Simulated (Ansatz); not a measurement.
## Worked example: KH + H3NO → KNH2 + H2O

Species: KH, singlet; H3NO (hydroxylamine) `NO`, singlet; KNH2 `[NH2][K]`, singlet; H2O (water) `O`, singlet. The partners trade H for NH2: K–H and O–NH2 bonds give way to K–NH2 and O–H.

Shapes, held fixed at every level: PBE0-D4/def2-TZVP. Flexible molecules stand in one conformer, not always the lowest. Programs: Ansatz 0.2.0. The zero-point and thermal change to 298 K, harmonic and unscaled (PBE0-D4/def2-TZVP), is +3.9 kJ/mol.

At CCSD(T)/def2-TZVPP; 1 Eh = 2625.50 kJ/mol:

```
species  energy (Eh)
     KH  -599.887822
   H3NO  -131.543630
   KNH2  -655.194821
    H2O   -76.337011
```

Q: Work out ΔH(298 K) of the reaction at this level.

A: 
1. Products less reactants: (-655.194821) + (-76.337011) − [(-599.887822) + (-131.543630)] = -0.100380 Eh = -263.5 kJ/mol.
2. With the thermal change: -263.5 + (+3.9) = -259.6 kJ/mol.

Other levels give -256.2 (r2SCAN-D4/def2-TZVPP) to -220.2 kJ/mol (CCSD(T)/def2-SVP). No measured value is set beside it here. Outer-core shells of K are correlated in most correlated rows, in sets that cover them unevenly. CCSD(T)/def2-TZVPP lies outside the range of all other levels here, so it shouldn't be taken on trust. The median of the other levels is -243.0 kJ/mol.
